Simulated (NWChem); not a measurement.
System: CH$_{2}$NS, doublet; SMILES N[C]=S

Input file for NWChem:

```
start job
memory heap 200 mb stack 900 mb global 1100 mb
geometry units angstroms noautosym nocenter noautoz
  N      0.147998     1.585452     0.000000
  C     -0.426398     0.405154     0.000000
  S      0.039413    -1.121665     0.000000
  H      1.162338     1.702191     0.000000
  H     -0.410875     2.431046     0.000000
end
basis spherical
  N library 6-31g*
  C library 6-31g*
  S library 6-31g*
  H library 6-31g*
end
dft
  odft
  mult 2
  xc b3lyp
  iterations 150
end
cosmo
  do_cosmo_smd true
  solvent dmso
end
task dft energy
```

Parts of the log:

```
             Northwest Computational Chemistry Package (NWChem) 7.3.0
             --------------------------------------------------------

                             Geometry "geometry" -> ""
                             -------------------------

 Output coordinates in angstroms (scale by  1.889725989 to convert to a.u.)

  No.       Tag          Charge          X              Y              Z
 ---- ---------------- ---------- -------------- -------------- --------------
    1 N                    7.0000     0.14799800     1.58545200     0.00000000
    2 C                    6.0000    -0.42639800     0.40515400     0.00000000
    3 S                   16.0000     0.03941300    -1.12166500     0.00000000
    4 H                    1.0000     1.16233800     1.70219100     0.00000000
    5 H                    1.0000    -0.41087500     2.43104600     0.00000000

 Effective nuclear repulsion energy (a.u.)      86.4853086506

                                 NWChem DFT Module
                                 -----------------

 Summary of "ao basis" -> "ao basis" (spherical)
 ------------------------------------------------------------------------------
       Tag                 Description            Shells   Functions and Types
 ---------------- ------------------------------  ------  ---------------------
 N                           6-31g*                  6       14   3s2p1d
 C                           6-31g*                  6       14   3s2p1d
 S                           6-31g*                  8       18   4s3p1d
 H                           6-31g*                  2        2   2s

 in cosmo_initialize ...
 calling solv_data for solv:dmso

 solvent parameters
 solvname_short: dmso
 solvname_long:  dimethylsulfoxide
 dielec:       46.8260
 dielecinf:     2.0079
 nonaqueous SMD model solvent descriptors
 dielec:       46.8260
 sola:          0.0000
 solb:          0.8800
 solc:          0.0000
 solg:         61.7800
 solh:          0.0000
 soln:          1.4170

          ---------------
          -cosmo- solvent
          ---------------
 Cosmo: York-Karplus, doi: 10.1021/jp992097l
 dielectric constant -eps-     =  46.83
 screen = (eps-1)/(eps    )    =   0.97864
 surface charge correction     = lagrangian

   van der Waals surface
 --------------------------

 ---------- ATOMIC COORDINATES (A.U.) ------------ VDWR(ANG.) --
     1    0.27967567    2.99606985    0.00000000     1.890
     2   -0.80577538    0.76563004    0.00000000     1.850
     3    0.07447977   -2.11963950    0.00000000     2.490
     4    2.19650033    3.21667457    0.00000000     1.200
     5   -0.77644117    4.59401081    0.00000000     1.200
 number of segments per atom =        128
 number of   points per atom =        128
 atom (   nspa,  nppa )
 ----------------------
    1 (     68,     0 )       0
    2 (     38,     0 )       0
    3 (    104,     0 )       0
    4 (     42,     0 )       0
    5 (     46,     0 )       0
 number of -cosmo- surface points =      298
 molecular surface =    102.822 angstrom**2
 molecular volume  =     87.814 angstrom**3
 -lineq- algorithm             =   0
 -bem- low  level              =   3
 -bem- from -octahedral-
 gaussian surface charge width =   4.50000
 degree of switching           =   1.00000
 switching function tolerance  =   0.00010
 atomic radii =
 --------------
    1  7.000  1.890
    2  6.000  1.850
    3 16.000  2.490
    4  1.000  1.200
    5  1.000  1.200
 ...... end of -cosmo- initialization ......

 nat:                     5
 ixmem:                  1509
 calling mnsol_interface()
 G(SMD-CDS) energy (kcal/mol)  =     1.494
 SMD-CDS SASA (angstrom**2)    =   102.222

[...]

                                COSMO-SMD solvation results
                                ---------------------------

             internal energy in gas <Psi(g)|H|Psi(g)> =      -492.187020236890
         internal energy in solvent <Psi(s)|H|Psi(s)> =      -492.183655043921
                               delta internal energy  =         0.003365192969 (    2.11 kcal/mol)
   total free energy in solvent <Psi(s)|H+V/2|Psi(s)> =      -492.200416964477
 polarization energy contribution <Psi(s)|V/2|Psi(s)> =        -0.016761920557 (  -10.52 kcal/mol)
    total free energy in solvent including G(SMD-CDS) =      -492.198036121372
                       G(SMD-CDS) energy contribution =         0.002380843106 (    1.49 kcal/mol)
     1 M fixed-concentration free energy of solvation =        -0.011015884482 (   -6.91 kcal/mol)

                    DFT Final Alpha Molecular Orbital Analysis
                    ------------------------------------------

 Vector   14  Occ=1.000000D+00  E=-3.164461D-01
              MO Center= -2.8D-01, -2.7D-01,  6.4D-11, r^2= 2.2D+00
   Bfn.  Coefficient  Atom+Function         Bfn.  Coefficient  Atom+Function
  ----- ------------  ---------------      ----- ------------  ---------------
    35      0.386667  3 S  px                17      0.380179  2 C  px
    36      0.326936  3 S  py                21      0.251231  2 C  px
    39      0.200098  3 S  px                31     -0.149621  3 S  px
    32     -0.128099  3 S  py                 3     -0.113223  1 N  px
    40      0.110892  3 S  py                18     -0.107459  2 C  py

 Vector   15  Occ=1.000000D+00  E=-2.568561D-01
              MO Center=  4.8D-02, -2.7D-01,  8.1D-09, r^2= 2.8D+00
   Bfn.  Coefficient  Atom+Function         Bfn.  Coefficient  Atom+Function
  ----- ------------  ---------------      ----- ------------  ---------------
    37      0.579096  3 S  pz                 5     -0.356378  1 N  pz
    41      0.338448  3 S  pz                 9     -0.309616  1 N  pz
    33     -0.221499  3 S  pz                19      0.077289  2 C  pz
    23      0.065428  2 C  pz                25     -0.034628  2 C  d -1

 Vector   16  Occ=1.000000D+00  E=-1.921636D-01
              MO Center= -2.0D-01, -3.5D-01,  6.3D-11, r^2= 2.5D+00
   Bfn.  Coefficient  Atom+Function         Bfn.  Coefficient  Atom+Function
  ----- ------------  ---------------      ----- ------------  ---------------
    35      0.540953  3 S  px                17     -0.398819  2 C  px
    39      0.387039  3 S  px                21     -0.343281  2 C  px
    20      0.309062  2 C  s                 31     -0.201575  3 S  px
     6     -0.183730  1 N  s                 48      0.163541  4 H  s
    16      0.102790  2 C  s                 38      0.092812  3 S  s

 Vector   17  Occ=0.000000D+00  E=-1.912757D-02
              MO Center= -1.9D-01,  2.1D-01, -6.3D-10, r^2= 2.4D+00
   Bfn.  Coefficient  Atom+Function         Bfn.  Coefficient  Atom+Function
  ----- ------------  ---------------      ----- ------------  ---------------
    23      0.627742  2 C  pz                19      0.522851  2 C  pz
     9     -0.418564  1 N  pz                41     -0.404895  3 S  pz
     5     -0.316801  1 N  pz                37     -0.315561  3 S  pz
    33      0.116464  3 S  pz                43      0.085616  3 S  d -1
    45      0.030342  3 S  d  1

 Vector   18  Occ=0.000000D+00  E= 9.187674D-02
              MO Center=  3.9D-01,  1.7D+00, -4.4D-11, r^2= 3.8D+00
   Bfn.  Coefficient  Atom+Function         Bfn.  Coefficient  Atom+Function
  ----- ------------  ---------------      ----- ------------  ---------------
     6      1.533554  1 N  s                 48     -1.028077  4 H  s
    50     -1.010200  5 H  s                 38     -0.650391  3 S  s
    40     -0.495900  3 S  py                20      0.479683  2 C  s
    22     -0.468769  2 C  py                 8      0.343511  1 N  py
    39      0.231730  3 S  px                 2      0.203561  1 N  s

 Vector   19  Occ=0.000000D+00  E= 9.933390D-02
              MO Center= -1.7D-02, -4.3D-01,  1.9D-09, r^2= 4.8D+00
   Bfn.  Coefficient  Atom+Function         Bfn.  Coefficient  Atom+Function
  ----- ------------  ---------------      ----- ------------  ---------------
    20      1.659548  2 C  s                 40     -1.281623  3 S  py
    38     -1.061604  3 S  s                 50      0.738144  5 H  s
     6     -0.596959  1 N  s                 22     -0.475006  2 C  py
    21      0.317537  2 C  px                39      0.293258  3 S  px
    36     -0.291524  3 S  py                 7      0.260260  1 N  px

                     DFT Final Beta Molecular Orbital Analysis
                     -----------------------------------------

 Vector   13  Occ=1.000000D+00  E=-3.773205D-01
              MO Center= -5.2D-02,  8.6D-01,  1.4D-09, r^2= 1.7D+00
   Bfn.  Coefficient  Atom+Function         Bfn.  Coefficient  Atom+Function
  ----- ------------  ---------------      ----- ------------  ---------------
     5      0.449638  1 N  pz                19      0.333729  2 C  pz
     9      0.313641  1 N  pz                37      0.228045  3 S  pz
    23      0.172821  2 C  pz                41      0.102339  3 S  pz
    33     -0.090918  3 S  pz                43      0.034313  3 S  d -1

 Vector   14  Occ=1.000000D+00  E=-2.746023D-01
              MO Center= -2.0D-01, -5.4D-01,  4.9D-10, r^2= 2.0D+00
   Bfn.  Coefficient  Atom+Function         Bfn.  Coefficient  Atom+Function
  ----- ------------  ---------------      ----- ------------  ---------------
    35      0.484836  3 S  px                17      0.282892  2 C  px
    36      0.284192  3 S  py                39      0.272437  3 S  px
    21      0.225249  2 C  px                31     -0.189246  3 S  px
    40      0.125828  3 S  py                 6     -0.114069  1 N  s
    32     -0.109037  3 S  py                49      0.081666  5 H  s

[...]
```

Level: B3LYP/6-31G* (spherical d), spin-unrestricted, SMD on the gas-phase geometry. In the optimisation the excess spin sits in a' (Cs, its own frame). All runs use the structure optimised with PBE0/def2-SVP, spin-unrestricted. No stability test was run on the SCF state. B3LYP is NWChem's, with the RPA form of VWN correlation. Solvent: dimethyl sulfoxide.
